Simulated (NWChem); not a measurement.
**Basis-set convergence for H2Be**

```xyz
3

Be     0.0000     0.0000     0.0000
H      0.0000     0.0000     1.3390
H      0.0000     0.0000    -1.3390
```
Charge 0, spin multiplicity 1.

Everything below was run with NWChem. The geometry was optimised at PBE0/def2-SVP, a minimum by its harmonic frequencies.

Quantity: vertical ionisation energy at the level ΔPBE0 (Δ: difference of total energies, the cation a doublet at the parent's geometry with its hole in an orbital of symmetry b1u (D2h labels); it is the state that the SCF runs reached, from PBE0 orbitals for Hartree-Fock references, and need not be the lowest).

The Pople sets run with spherical d functions. The structure started from a generated list of species. No SCF solution was tested for a lower state.

| basis | functions | vertical ionisation energy (eV) |
|---|---|---|
| STO-3G | 7 | 11.64 |
| 6-31+G* | 22 | 11.75 |
| 6-311G** | 30 | 11.77 |
| aug-pcseg-1 | 31 | 11.77 |
| aug-cc-pVDZ | 41 | 11.75 |
| pcseg-2 | 43 | 11.76 |
| def2-TZVPP | 47 | 11.76 |
| cc-pVTZ | 58 | 11.76 |
| aug-cc-pVTZ | 92 | 11.76 |
| def2-QZVP | 96 | 11.76 |

Smallest basis within 0.1 eV of def2-QZVP, the largest set run: 6-31+G*, with 22 functions against 96 (also within reach: 6-311G**, aug-pcseg-1, aug-cc-pVDZ, pcseg-2, def2-TZVPP, cc-pVTZ, aug-cc-pVTZ). def2-QZVP isn't the basis-set limit itself, and a small set can land close by cancellation.
